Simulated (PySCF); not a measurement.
iodine monochloride anion (ClI), SMILES ClI (connectivity only; charge and spin as stated), charge -1, multiplicity 2. Atoms are numbered in the order given.

```xyz
2

Cl     0.0000     0.0000    -2.1848
I      0.0000     0.0000     0.7008
```
Charge -1, spin multiplicity 2.

Geometry: PBE0-D3(BJ)/def2-TZVPD. The multiplicity is an assumed one; other spin states were not compared. The def2 effective core potentials stand for the cores of I; spin–orbit coupling is left out.

The numbers are results of PBE0-D3(BJ)/def2-TZVPD run with PySCF 2.14.0, not measurements.

Frequencies are harmonic and unscaled.

```tsv
mode	ν (cm⁻¹)	IR (km/mol)	moving atoms (share of kinetic energy)
1	171	13.8	Cl 78 %, I 22 %
```
